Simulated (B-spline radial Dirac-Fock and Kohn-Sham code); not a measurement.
**Ga²⁺ 4s: cross section and angular parameters**

System: the Ga²⁺ ion in the configuration [Ar] 3d10 4s1; threshold 30.42 eV (orbital energy of the model). Method: Dirac-Hartree-Slater photoionisation with a Latter tail; cross sections with all multipoles, angular parameters from the dipole term and its interference with E2. Computed with a B-spline atomic structure program.

Input file task.json (cfg lists n, l and occupation; rrms is the nuclear radius in fm):

```json
{"items": [{
  "Z": 31,
  "q": 2,
  "cfg": [[1, 0, 2], [2, 0, 2], [2, 1, 6], [3, 0, 2], [3, 1, 6], [3, 2, 10], [4, 0, 1]],
  "A": 69,
  "rrms": 3.9973,
  "do": "xps",
  "hv": [81.0, 85.1, 100, 123.0, 146.0, 153.0, 187.0, 260.0, 275.0, 300, 368.0, 433.0, 516.0, 762.0, 835.0, 848.0, 1000, 1253.6, 1260.0, 1486.9, 2000, 2100.0, 4000, 4170.0, 6540.0, 9251.7, 10700.0, 11100.0, 11400.0, 13000.0]
}]}
```

Run with: `python xray2_run.py task.json out`

For linearly polarised light dσ/dΩ = σ/(4π) [1 + β P₂(cos θ) + (δ + γ cos²θ) sin θ cos φ], with θ from the polarisation vector and φ the angle between the beam and the projection of the electron momentum on the plane normal to the polarisation.

```csv
hν (eV),σ (kb),β,γ
81,57.1,1.996,0.150
85.1,53.6,1.996,0.158
100,44.0,1.996,0.176
123,34.5,1.997,0.195
146,28.3,1.997,0.206
153,26.8,1.997,0.209
187,20.7,1.998,0.212
260,13.1,1.998,0.193
275,12.0,1.998,0.187
300,10.6,1.998,0.176
368,7.74,1.998,0.141
433,5.99,1.998,0.108
516,?,?,?
762,2.35,1.999,-0.013
835,2.01,1.999,-0.029
848,1.95,1.999,-0.031
1000,1.47,1.999,-0.053
1253.6,0.978,1.999,-0.067
1260,0.969,1.999,-0.067
1486.9,0.715,1.999,-0.060
2000,0.405,1.999,-0.003
2100,0.368,1.999,0.012
4000,0.0973,1.999,0.367
4170,0.0890,1.999,0.400
6540,0.0328,1.999,0.832
9251.7,0.0146,1.999,1.268
10700,0.0103,1.998,1.473
11100,0.00937,1.998,1.528
11400,0.00878,1.998,1.567
13000,0.00634,1.998,1.772
```

**Question.** Give the values at 516 eV.

**Answer.** σ = 4.51 kb, β = 1.999, γ = 0.070. For an s subshell δ is negligible.
